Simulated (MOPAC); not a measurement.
MOPAC input (PM7):

```
PM7 PRECISE GNORM=0.05 LET XYZ CHARGE=1 GEO-OK AUX(PRECISION=9) THREADS=1
BrGe

Ge   -0.00000000 1   -0.00000000 1   -1.16137475 1
Br    0.00000000 1    0.00000000 1    1.06182835 1
```

What heat of formation does the run end on?

192.63 kcal/mol.
